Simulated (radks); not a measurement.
Spherical jellium clusters: N electrons in a uniform positive sphere of charge N and radius rs N^(1/3), rs = 2.15 bohr. Calculated with a radial shooting solver with Libxc functionals: non-relativistic Kohn-Sham, LDA (Slater exchange, Perdew-Wang correlation), spin-polarised, spherical densities. Levels are named by radial order and angular momentum (1s, 1p, 1d, 2s, ...), and open shells are averaged over m.

N = 40, configuration 1s2 1p6 1d10 2s2 1f14 2p6. This is the lowest configuration that the search found. Occupied and some empty levels:

level,occupation,eigenvalue (eV),<r> (bohr)
1s,2,-12.227,4.389
1p,6,-10.399,5.193
1d,10,-8.0898,5.787
2s,2,-6.9528,4.862
1f,14,-5.4202,6.322
2p,6,-4.0912,5.975
1g,0,-2.5114,6.916
2d,0,-1.5526,7.765
3s,0,-1.4924,8.370

Energy (eV): total -23.1458, kinetic 211.11, external -6909.4, Hartree 3368.0, exchange-correlation -245.63, background 3552.7. Static polarisability (adiabatic kernel): 684.3 bohr^3, against R^3 = 397.5 for a classical metal sphere.
